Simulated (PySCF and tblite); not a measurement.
C₆H₉FO, numbered as in [O:1]=[C:2]1[CH2:3][CH2:4][CH2:5][CH2:6][C@@H:7]1[F:8]. Search: ETKDG and KDG, MMFF94s, GFN2-xTB, 90 starts; geometries at PBE0-D3(BJ)/def2-SVP. Free energies are PBE0-D3(BJ)/def2-TZVP single points with GFN2-xTB rigid-rotor and vibrational terms (modes under about 100 cm⁻¹ blended into free rotors). Symmetry numbers and mirror images are counted. Conformers within 4 kcal/mol (GFN2-xTB free energy) were kept, 5 at most. GIAO shieldings: PBE0/pcSseg-1. Shifts are against TMS (¹H), TMS (¹³C), CFCl3 (¹⁹F) at the same level; of two unlike H on one atom, a is the less shielded. Codes: tblite and PySCF.

The 6-ring runs over atoms 2–3–4–5–6–7.

Two conformers hold nearly all the population. I: 6-ring chair (all substituents equatorial); δ(H6a) = 2.27 ppm. II: 6-ring chair (F8 axial); δ(H6a) = 1.46 ppm. The average over the ensemble at 298.15 K is 1.93 ppm.

What populations and free-energy difference follow from a two-state model?

p(I) = (1.93 − 1.46)/(2.27 − 1.46) = 0.58, so K = p(II)/p(I) = 0.72 and G(II) − G(I) = −RT ln K = 0.19 kcal/mol. The weights computed directly are 57.3 % and 42.6 %, with 0.2 % in minor conformers.
